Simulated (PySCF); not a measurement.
`O=c1ccc(O)ccc1Cl`, C$_{7}$H$_{5}$ClO$_{2}$

Molfile (atoms numbered from 1):
```
C7H5ClO2
     RDKit          3D

 15 15  0  0  0  0  0  0  0  0999 V2000
    3.4277    2.0115   -0.1338 O   0  0  0  0  0  0  0  0  0  0  0  0
    2.4963    1.2251   -0.1100 C   0  0  0  0  0  0  0  0  0  0  0  0
    1.1236    1.7475   -0.1902 C   0  0  0  0  0  0  0  0  0  0  0  0
   -0.1001    1.1656   -0.1918 C   0  0  0  0  0  0  0  0  0  0  0  0
   -0.4600   -0.2199   -0.1111 C   0  0  0  0  0  0  0  0  0  0  0  0
   -1.7908   -0.4082   -0.1447 O   0  0  0  0  0  0  0  0  0  0  0  0
    0.4090   -1.2764   -0.0096 C   0  0  0  0  0  0  0  0  0  0  0  0
    1.8260   -1.2588    0.0378 C   0  0  0  0  0  0  0  0  0  0  0  0
    2.7257   -0.2295   -0.0022 C   0  0  0  0  0  0  0  0  0  0  0  0
    4.4001   -0.6439    0.0829 Cl  0  0  0  0  0  0  0  0  0  0  0  0
    1.1457    2.8392   -0.2627 H   0  0  0  0  0  0  0  0  0  0  0  0
   -0.9666    1.8294   -0.2652 H   0  0  0  0  0  0  0  0  0  0  0  0
   -1.9900   -1.3499   -0.0884 H   0  0  0  0  0  0  0  0  0  0  0  0
   -0.0413   -2.2735    0.0425 H   0  0  0  0  0  0  0  0  0  0  0  0
    2.2846   -2.2479    0.1212 H   0  0  0  0  0  0  0  0  0  0  0  0
  1  2  2  0
  2  3  1  0
  3  4  2  0
  4  5  1  0
  5  6  1  0
  5  7  2  0
  7  8  1  0
  8  9  2  0
  9 10  1  0
  9  2  1  0
  3 11  1  0
  4 12  1  0
  6 13  1  0
  7 14  1  0
  8 15  1  0
M  END
```

Computed, not measured: quadratic response CAM-B3LYP/aug-cc-pVDZ first hyperpolarisability, Taylor convention, gas phase (PySCF). Geometry: PBE0-D3(BJ)/def2-SVP.

Task: Give the tensor of the second harmonic β(−2ω;ω,ω) at 1907 nm in the axes of these coordinates.

Result: In au, Taylor convention; rows are the first index (the induced dipole):
|  | xx | yy | zz | xy | xz | yz |
| --- | --- | --- | --- | --- | --- | --- |
| x | -55.1 | +75.8 | +0.7 | -91.3 | +4.1 | -8.8 |
| y | -96.7 | -124.5 | +16.5 | +86.7 | -9.7 | +13.8 |
| z | +4.5 | +13.4 | -3.5 | -9.5 | +1.5 | +15.5 |

Norm of βᵢ = ⅓ Σⱼ (βᵢⱼⱼ + βⱼᵢⱼ + βⱼⱼᵢ): 204.4 au, hyper-Rayleigh value 98.0 au.
